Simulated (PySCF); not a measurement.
Gas-phase reaction: 3 SnHCl3 + 3 C2H3 (vinyl) ⇌ 3 SnCl3 + 2 C3H6 (propylene)

Energies from PySCF (xtb for GFN2), thermal terms from the rigid-rotor harmonic-oscillator model, ideal gas at 1 bar. † marks an energy on the PBE0/def2-TZVP geometry and frequencies; other levels use their own. Open shells (unrestricted): C2H3 (vinyl) (multiplicity 2), SnCl3 (multiplicity 2); the rest are closed-shell singlets. GFN2 has no spin-polarisation term. Sn: scalar-relativistic def2 core potential, no spin-orbit coupling. SnHCl3, SnCl3: computed as isolated molecules; such fragments, hydroxides, amides, oligomers or adducts are transient or little studied in the gas.

```
level               ΔH°(298 K), kJ
------------------  --------------
BLYP/def2-TZVP†                [?]
GFN2-xTB                       [?]
PBE/def2-TZVP†                -678
PBE0/def2-QZVP†               -650
PBE0/def2-SVP†                -678
PBE0/def2-TZVP                 [?]
ωB97X-V/def2-TZVP†            -618
```

Q: Complete the blanks.

A: 
- BLYP/def2-TZVP†, ΔH°(298 K), kJ: -662
- GFN2-xTB, ΔH°(298 K), kJ: -1121
- PBE0/def2-TZVP, ΔH°(298 K), kJ: -651
